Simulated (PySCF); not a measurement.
**Optical rotation: `C=C[C@H]1C(=C)[CH2][Ge@@H]1[F]`, C₆H₉FGe**

Cartesian coordinates in Å; atom numbers follow the order of the lines, from 1:
```xyz
17

C     2.807   -0.043   -0.091
C     1.560   -0.085    0.351
C     0.371    0.128   -0.496
C    -0.860   -0.688   -0.162
C    -0.866   -1.928    0.286
C    -2.061    0.209   -0.355
Ge   -0.821    1.795   -0.354
F    -0.916    2.704   -1.885
H     3.650   -0.182    0.564
H     3.032    0.144   -1.128
H     1.355   -0.271    1.398
H     0.627    0.024   -1.556
H    -1.784   -2.438    0.529
H     0.046   -2.488    0.410
H    -2.833    0.084    0.400
H    -2.517    0.065   -1.337
H    -0.797    2.982    0.622
```

Level of theory: TDDFT PBE0/def2-SVPD circular dichroism and optical rotation, one conformer, gas phase (PySCF). Geometry: GFN2-xTB.

The molecule is flexible and this is one conformer; a measurement averages over conformers. The calculation is non-relativistic, which matters for the atoms heavier than Zn. States above about 7.0 eV (minus the energy of the highest occupied orbital) lie near or above the ionisation threshold and depend on the basis.

Stereocentres: C3 S, Ge7 S.

Q: Give the optical rotatory dispersion at 633, 589.3, 546, 436, 405, 365, 355 nm.

A: [α] in deg dm⁻¹ (g/mL)⁻¹:
```
λ (nm)  origin-invariant length gauge  modified velocity gauge  length gauge (centre of mass)  isotropic polarisability (au)
   633                         -199.4                   -193.6                         -200.1                          106.4
 589.3                         -238.1                   -231.3                         -238.9                          107.0
   546                         -289.6                   -281.6                         -290.5                          107.7
   436                         -545.7                   -532.4                         -547.2                          111.1
   405                         -689.5                   -673.6                         -691.3                          112.7
   365                         -991.3                   -970.6                         -993.6                          115.7
   355                        -1101.4                  -1079.2                        -1103.9                          116.7
```

Q: And for the mirror image at 589.3 nm?

A: +238.1 deg dm⁻¹ (g/mL)⁻¹ (origin-invariant length gauge): the same size and the opposite sign.

Q: What is the molar rotation [Φ] = [α]·M/100 of the geometry above at 589.3 nm?

A: With M = 172.77 g/mol, -411.4 deg cm² dmol⁻¹ (origin-invariant length gauge).

The first excitation lies at 5.30 eV (234 nm) with R = -0.5 × 10⁻⁴⁰ esu² cm² (velocity form).
